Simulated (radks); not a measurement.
Values are calculated unless marked as measured or tabulated.
Neutral holmium inside a hard spherical wall (all orbitals vanish at R), configuration held at [Xe] 4f11 6s2 and not refilled when levels cross. Code: a radial shooting solver on a logarithmic mesh with Libxc functionals. Model: scalar-relativistic Kohn-Sham, PBE, spin-polarised, spherical densities, point nucleus; open shells are filled with parallel spins first (spin-orbit coupling, left out, can overturn this in heavy ions). Eigenvalues in eV for spin up, with the zero of energy where the potential of the charges vanishes at infinity; a dash marks a level that is unbound or too diffuse for the functional's potential to be trusted. A positive occupied level is held by the wall or, in an anion where self-interaction has pushed it up, behind a barrier. The pressure on the wall is -dE/dV.

R (bohr)  E (hartree)  kinetic (hartree)    e(5s)    e(5p)   e(4f)   e(6s)  e(6p, empty)  e(5d, empty)  pressure (GPa)
free      -12616.4094          13646.109  -50.979  -26.301  -4.155  -3.830        -1.159        -1.132               0
20        -12616.4093          13646.109  -50.979  -26.301  -4.155  -3.830        -1.158        -1.132        < 0.0001
15        -12616.4093          13646.110  -50.977  -26.298  -4.153  -3.828        -1.143        -1.128        0.000171
12        -12616.4090          13646.113  -50.947  -26.268  -4.123  -3.806        -1.055        -1.093         0.00550
10        -12616.4069          13646.131  -50.820  -26.143  -3.999  -3.705        -0.802        -0.965          0.0546
5         -12616.1305          13647.295  -46.965  -22.433  -0.109   1.816         8.198         3.295            26.5
3.5       -12614.8476          13652.115  -40.013  -15.768   7.735  19.826        32.939        12.817             401
3         -12613.1923          13658.292  -33.959   -9.482  15.041  39.075        56.939        21.893            1300
2.5       -12608.9515          13673.381  -21.916    4.013  29.423  80.876        105.91        40.799            5080
1.5       -12549.3926          13856.892   102.94   149.92  134.19  473.43        528.42        222.71          189000
